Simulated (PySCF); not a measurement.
Match the calculated data to a structure.

All candidates are C6H11ClO.

| technique | computed result |
| --- | --- |
| NMR, other nuclei | isotropic shieldings of nuclei other than C and H, by class: 281 (1 O), 824 (1 Cl) ppm [GIAO PBE0/pcSseg-1] |
| Dipole | 1.68 D [PBE0/pcSseg-1] |
| 1H NMR | chemical shifts (computed TMS as zero) by class: 4.73 (1 H), 4.36 (1 H), 4.20 (1 H), 4.01 (1 H), 3.58 (1 H), 1.86 (1 H), 1.77 (1 H), 1.36 (1 H), 1.09 (3 H) ppm [GIAO PBE0/pcSseg-1] |
| Rotational structure | rotational constants A, B, C: 2.158, 1.528, 1.047 GHz [GFN2-xTB] |
| 13C NMR | chemical shifts (computed TMS as zero) by class: 84.0 (1 C), 75.7 (1 C), 66.1 (1 C), 52.0 (1 C), 22.7 (1 C), 14.7 (1 C) ppm [GIAO PBE0/pcSseg-1] |

The electronic properties come from PySCF, for the isolated species, density fitting. Levels stand in brackets. One conformer (not necessarily the lowest) at the GFN2-xTB geometry, without solvent, vibrations or thermal averaging. NMR values are class means; diastereotopic atoms form classes of their own.

Question: Which candidate is it?
A. `CC[C@@H]1COC[C@@H]1Cl`
B. `CC(C)CCC(=O)Cl`
C. `CCC(C)(C)C(=O)Cl`

Answer: A. It is `CC[C@@H]1COC[C@@H]1Cl`. Numbering: `[CH3:1][CH2:2][C@@H:3]1[CH2:4][O:5][CH2:6][C@@H:7]1[Cl:8]`. Its formula, C6H11ClO, gives 1 degree of unsaturation: 1 ring and 0 π bonds in the structure found. 6 carbons fall into 6 classes; from least to most shielded: ring sp3 carbon bound to oxygen [C6] (84.0 ppm), ring sp3 carbon bound to oxygen [C4] (75.7 ppm), sp3 C–Cl carbon [C7] (66.1 ppm), sp3 CH carbon [C3] (52.0 ppm), chain CH2 carbon [C2] (22.7 ppm), methyl carbon [C1] (14.7 ppm). Hydrogen classes from least to most shielded: 1 H on an sp3 carbon bound to oxygen, C6 (4.73 ppm), 1 H on an sp3 C–Cl carbon, C7 (4.36 ppm), 1 H on an sp3 carbon bound to oxygen, C6 (4.20 ppm), 1 H on an sp3 carbon bound to oxygen, C4 (4.01 ppm), 1 H on an sp3 carbon bound to oxygen, C4 (3.58 ppm), 1 H on an sp3 CH carbon, C3 (1.86 ppm), 1 H on a chain CH2 carbon, C2 (1.77 ppm), 1 H on a chain CH2 carbon, C2 (1.36 ppm), 3 H on a methyl carbon, C1 (1.09 ppm, a mean of values up to 0.6 ppm apart in this geometry). The other shieldings belong to: 281 ppm, cyclic ether oxygen [O5]; 824 ppm, alkyl chlorine [Cl8]. The optimised geometry has point group C1 and is an asymmetric top.

The others, at the same levels:
- `CCC(C)(C)C(=O)Cl` fails: it has 5 carbon classes against 6; its computed 13C shifts are 191.6 (1 C), 53.8 (1 C), 38.4 (1 C), 27.5 (2 C), 11.8 (1 C) ppm, 1H shifts are 1.73 (2 H), 1.26 (6 H), 0.95 (3 H) ppm and rotational constant A is 1.997 GHz (against 2.158 GHz).
- `CC(C)CCC(=O)Cl` fails: it has 5 carbon classes against 6; its computed 13C shifts are 184.6 (1 C), 49.2 (1 C), 37.5 (1 C), 31.7 (1 C), 24.4 (2 C) ppm, 1H shifts are 2.86 (2 H), 1.41 (2 H), 1.24 (1 H), 0.95 (6 H) ppm and rotational constant A is 3.976 GHz (against 2.158 GHz).

Each candidate is one conformer, not necessarily the lowest. The conformers computed, where there is a choice (atom-mapped SMILES and torsion angles):
- `[CH3:1][CH2:2][C:3]([CH3:4])([CH3:5])[C:6](=[O:7])[Cl:8]`: C1–C2–C3–C4 -62°, C2–C3–C6–O7 -122°
- `[CH3:1][CH:2]([CH3:3])[CH2:4][CH2:5][C:6](=[O:7])[Cl:8]`: C1–C2–C4–C5 64°, C2–C4–C5–C6 174°, C4–C5–C6–O7 4°

The conformers of `CC[C@@H]1COC[C@@H]1Cl` aren't listed.
